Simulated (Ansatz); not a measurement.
CH$_{5}$B$_{2}$NS (`BNBC=S`). The species carries charge 0 and has multiplicity 1.

```xyz
10

B     1.5634    0.0478   -0.4498
N     0.7387   -0.3846    0.6146
B    -0.6832   -0.3693    0.6517
C    -1.5248    0.2801   -0.4857
S    -2.1578    1.7157   -0.1001
H     2.7513   -0.0369   -0.3468
H     1.0482    0.4821   -1.4366
H     1.1994   -0.7537    1.4346
H    -1.2507   -0.8347    1.5967
H    -1.6844   -0.1465   -1.4786
```

Task: What are the harmonic wavenumbers in cm⁻¹ at PBE0-D4/def2-TZVP (Ansatz, finite differences of forces, unscaled)? (An estimate is asked.)

Result: Computed: 60, 130, 212, 276, 337, 463, 720, 833, 913, 925, 949, 1001, 1029, 1086, 1163, 1241, 1302, 1371, 1460, 2588, 2622, 2677, 3092, 3597.

Task: Is this a minimum?

Result: Yes, all 24 modes are real.

Task: Give the ideal-gas thermochemistry at 298.15 K and 1 bar (rigid rotor, harmonic oscillator; point group C1, symmetry number 1).

Result: Zero-point energy 179.7 kJ/mol; H(298) − E = 199.1 kJ/mol; entropy 334.3 J/(mol·K), of which translation 164.2, rotation 110.6, vibration 59.4; G(298) − E = 99.4 kJ/mol. Modes under 100 cm⁻¹ are hindered rotations or soft bends, so the harmonic entropy is rough.

Task: And at 400, 500, 600, 800 and 1000 K?

Result: 
```csv
T (K),H − E (kJ/mol),S (J/mol/K),G − E (kJ/mol)
400,209.9,365.4,63.8
500,222.4,393.3,25.8
600,236.5,418.9,-14.8
800,268.2,464.4,-103.3
1000,303.4,503.6,-200.2
```

Task: Rotational constants (cm⁻¹)?

Result: 0.3523, 0.06914, 0.06402.
